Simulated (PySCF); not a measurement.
Se(OH)(GeH3) (GeH4OSe), SMILES O[Se][GeH3]. Coordinates come from a PBE0-D3(BJ)/def2-SVP optimisation. The structure was generated by enumeration, and PubChem lists no compound with its InChIKey, so it may never have been made. Other conformers were not sampled.

Task: Give the equilibrium geometry at PBE0-D3(BJ)/def2-SVP (PySCF confirms it by a frequency run) as a Z-matrix. (The exact figures need the calculation; the answer reports its results.)

Result: Several could match; the one computed here: 
```
Ge
H 1 1.5361
H 1 1.5389 2 109.93
H 1 1.5393 2 111.03 3 122.72
Se 1 2.3606 2 109.50 3 -119.90
O 5 1.8289 1 95.01 2 59.99
H 6 0.9663 5 105.49 1 92.58
```
